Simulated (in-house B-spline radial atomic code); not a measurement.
A calculation on La⁺ (an excited or competing configuration): its settings, and results tabulated from the run. All numbers are computed (scalar-relativistic (X2C) LDA PW92, spin-polarised, spherical fractional occupations; Fermi nucleus of rms radius 4.855 fm) with a radial B-spline atomic code at the basis-set limit, not measured.

In the input, 3d5,1 would mean five up and one down electron.

Command:
```bash
python run_scf.py task.json out
```
Settings (nuclear radius in fm, mass in u):
```
Z                57
configuration    1s2 2s2 2p6 3s2 3p6 3d10 4s2 4p6 4d10 4f0,1 5s2 5p3,2 5d2,0
hamiltonian      x2c
method           lda,pw
spin_polarised   True
nucleus          fermi
rms_radius       4.855
atomic_mass      138.90636
speed_of_light   137.035999084
```

Output (hartree, bohr):
```
 radial grid: 81 intervals, B-splines of order 8, outer radius 60 bohr

 iter        energy (Eh)    residual
    1       -8475.900254    4.32e-01
    2       -8478.002962    4.49e-01
    3       -8484.253587    5.67e-02
    4       -8484.415409    1.20e-02
    5       -8484.425537    6.30e-03
    6       -8484.427840    1.31e-03
    7       -8484.427862    5.52e-04
    8       -8484.427880    5.82e-05
    9       -8484.427881    1.80e-06
   10       -8484.427881    3.20e-07

 total energy                     -8484.42788
 kinetic                            9078.6833
 electron-nucleus                 -20652.9354
 Hartree                            3288.5080
 exchange-correlation               -198.6838

 orbital      occ     eigenvalue          <r>       <r^2>       <1/r>       r_max
 1s up      1.000     -1419.3332    0.0244422 0.000821133     65.5499     0.01532
 1s down    1.000     -1419.3310    0.0244422 0.000821132       65.55     0.01532
 2s up      1.000      -225.9865     0.106953   0.0135571     14.9999     0.09093
 2s down    1.000      -225.9834     0.106953   0.0135571     14.9999     0.09093
 2p up      3.000      -202.9030    0.0939206   0.0107827     13.6371     0.07276
 2p down    3.000      -202.8997    0.0939206   0.0107828     13.6371     0.07276
 3s up      1.000       -48.2807     0.285274   0.0931252     5.33228      0.2609
 3s down    1.000       -48.2851     0.285296   0.0931399      5.3317      0.2609
 3p up      3.000       -40.8807     0.283057   0.0929802     4.93287       0.255
 3p down    3.000       -40.8848     0.283085   0.0929987     4.93229       0.255
 3d up      5.000       -30.1017     0.260053   0.0797954     4.64805      0.2099
 3d down    5.000       -30.1040     0.260091   0.0798205     4.64748      0.2099
 4s up      1.000        -9.7117     0.656153    0.486266     2.18803      0.6093
 4s down    1.000        -9.7269     0.656202    0.486291     2.18762      0.6094
 4p up      3.000        -7.3034     0.695588    0.550702     1.98832      0.6362
 4p down    3.000        -7.3187     0.695506    0.550461     1.98824      0.6364
 4d up      5.000        -3.7949     0.774261     0.69663     1.71401      0.6741
 4d down    5.000        -3.8087     0.773271    0.694382     1.71541      0.6743
 4f down    1.000        -0.2110       1.2981     2.36863     1.07682      0.7652
 5s up      1.000        -1.5453      1.58436     2.82332    0.842183       1.424
 5s down    1.000        -1.5180      1.57239     2.78136    0.850552       1.416
 5p up      3.000        -0.9609      1.84842     3.87543     0.70839       1.614
 5p down    2.000        -0.9241      1.83362     3.81728    0.716172       1.601
 5d up      2.000        -0.2825      2.92475     10.0227    0.441316       2.315
```

Cost of the run: 0.19 s on 1 thread of Arm Neoverse V2, with other jobs on the host.

One-electron X2C: radii and densities carry no picture-change correction, so inner-shell <1/r> comes out high (for 1s by about 2 % at Z = 33, 5 % at 54, 10 % at 75, 30 % at 118) and <r> low.
